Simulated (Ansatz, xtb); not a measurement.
Ranking isomers of CH4ClFSi

3 gas-phase structures of CH4ClFSi, found in a search over its isomers (lower ones may exist). Each was relaxed with GFN2-xTB; where two conformers were screened, the lower at r2SCAN-D4/def2-SVP//GFN2-xTB is listed:

A. `F[SiH2]CCl`, a singlet
B. `FC[SiH2]Cl`, a singlet
C. `C[Si@H](F)Cl`, a singlet

**Question.** Estimate their order in r2SCAN-D4/def2-SVP//GFN2-xTB energy at these geometries, lowest first.

**Answer.** Calculated order at r2SCAN-D4/def2-SVP//GFN2-xTB: C (0.0), A (45.7), B (59.3) kcal/mol.

Energies above the lowest of each column, in kcal/mol; the last columns are at r2SCAN-D4/def2-SVP geometries and were run for some of them only (a dash: not run or not comparable):

```tsv
structure	GFN2-xTB	HF/STO-3G	r2SCAN-D4/def2-SVP//GFN2-xTB	r2SCAN-D4/def2-SVP	CCSD(T)/def2-TZVP
C	0.0	0.0	0.0	0.0	0.0
A	29.5	42.6	45.7	46.0	44.8
B	42.4	27.2	59.3	–	–
```

Every level run on C puts it lowest or level with the lowest. Flexible structures stand in one conformer each, not always the lowest. Frequencies (r2SCAN-D4/def2-SVP) were run for A, C alone.

Programs: Ansatz 0.2.0, xtb 6.7.1.
